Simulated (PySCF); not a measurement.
RbBr at PBE0

Computed with PBE0; basis Rb x2c-TZVPall, Br x2c-TZVPall; spin-free X2C with a Gaussian nucleus; PySCF 2.14.

* state: ¹Σ⁺ (singlet), closed shell
* bond length: 0.2936 nm
* harmonic wavenumber: 170 cm⁻¹
* force constant: 0.694 mdyn/Å
* rotational constant Be: 0.04780 cm⁻¹
* anharmonicity ωexe: 0.475 cm⁻¹
* vibration–rotation constant αe: 0.000189 cm⁻¹
* well depth De to Rb + Br: 3.92 eV
* dissociation energy D0: 3.91 eV
* HOMO–LUMO gap: 4.37 eV
* bond order (Mayer): 0.56
* dipole moment (positive dipole means Rb(−)Br(+)): -10.59 D
